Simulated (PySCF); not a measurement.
PySCF input file for CCl3, SMILES [C+](Cl)(Cl)Cl, charge +1, r2SCAN-D4/def2-SVP. The structure is a stationary point at r2SCAN-D4/def2-SVP.

```python
import numpy as np
from pyscf import gto, scf, dft, df
from pyscf.hessian import thermo

mol = gto.M(
    atom='''
    C     0.00000000    0.00000000    0.00000000
    Cl    1.65557794    0.00000000    0.00000000
    Cl   -0.82778897    1.43377255    0.00000000
    Cl   -0.82778897   -1.43377255    0.00000000
    ''',
    basis='def2-SVP',
    charge=1,
    spin=0,
    max_memory=1600,
    verbose=3,
)
mf = dft.RKS(mol, xc='r2scan').density_fit(auxbasis='def2-universal-jkfit')
mf.disp = 'd4'
mf.grids.level = 4
mf.conv_tol = 1e-11
mf.max_cycle = 100
mf.kernel()

# [left out here: the lines that compute and print the analytic Hessian (its translational invariance restored by hand, since the grid's response is missing), thermochemistry and intensities]
```

Program output:

```
converged SCF energy = -1417.77377468582

WARN: MGGA Hessian is sensitive to dft grids. grids.level 4 may not be dense enough.


WARN: DFTD4 does not support analytical Hessian, using finite difference.


WARN: Mole.unit (angstrom) is changed to Bohr

Mode                                 0                   1                   2
Irrep
Freq [cm^-1]                      318.4971            318.5023            524.9966
Reduced mass [au]                  32.0134             32.0129             12.8748
Force const [Dyne/A]                1.9133              1.9134              2.0908
Char temp [K]                     458.2465            458.2539            755.3533
Normal mode                   x     y     z       x     y     z       x     y     z
       0   C                -0.00 -0.07  0.00    0.07 -0.00  0.00    0.00 -0.00 -0.27
       1  Cl                -0.00  0.10 -0.00    0.09  0.00 -0.00   -0.00  0.00  0.03
       2  Cl                 0.08 -0.04 -0.00   -0.05 -0.08 -0.00    0.00 -0.00  0.03
       3  Cl                -0.08 -0.04 -0.00   -0.05  0.08 -0.00    0.00  0.00  0.03
Mode                                 3                   4                   5
Irrep
Freq [cm^-1]                      548.2597           1047.7578           1047.7769
Reduced mass [au]                  35.4500             13.3972             13.3973
Force const [Dyne/A]                6.2783              8.6653              8.6657
Char temp [K]                     788.8236           1507.4903           1507.5177
Normal mode                   x     y     z       x     y     z       x     y     z
       0   C                -0.00 -0.00  0.00    0.00  0.27 -0.00    0.27 -0.00  0.00
       1  Cl                -0.10  0.00 -0.00   -0.00 -0.01  0.00   -0.05  0.00 -0.00
       2  Cl                 0.05 -0.08 -0.00    0.02 -0.04  0.00   -0.02  0.02 -0.00
       3  Cl                 0.05  0.08 -0.00   -0.02 -0.04  0.00   -0.02 -0.02 -0.00
temperature 298.1500 [K]
pressure 101325.00 [Pa]
Rotational constants [GHz] 3.46745 3.46745 1.73373
Symmetry number 6
Zero-point energy (ZPE) 0.00867 [Eh]   22763.683 [J/mol]
                           tot       elec      trans        rot        vib
Entropy [J/mol/K]       283.390      0.000    168.282     98.639     16.469
Cv [J/mol/K]             51.178      0.000     12.472     12.472     26.234
Cp [J/mol/K]             59.492      0.000     20.786     12.472     26.234
Internal energy [J/mol]                      3718.434   3718.434  26054.261
Internal energy [Eh]   -1417.76102  -1417.77377
Enthalpy [J/mol]                             6197.391   3718.434  26054.261
Enthalpy [Eh]          -1417.76007
Gibbs free energy [J/mol]                  -43976.012 -25690.691  21144.162
Gibbs free energy [Eh] -1417.79226
static polarisability / bohr^3: [[48.976 -0.    -0.   ]
 [-0.    48.976 -0.   ]
 [-0.     0.    19.054]]
largest difference of analytic and finite-field dipole derivatives / e: 0.00029631275375119337
mode   freq/cm-1   IR/(km/mol)   Raman/(A^4/amu)   depolarisation
   1      318.50         0.419             5.366            0.750
   2      318.50         0.420             5.366            0.750
   3      525.00         0.044             0.000            0.750
   4      548.26         0.000            14.545            0.110
   5     1047.76       285.950             0.701            0.750
   6     1047.78       285.918             0.700            0.750
max |gradient| / (hartree/bohr): 0.00047537900319906845
APT charges: [ 1.2687 -0.0915 -0.0915 -0.0915]
```

The calculation finished and met its thresholds.

Cost: very roughly 100 core-seconds.
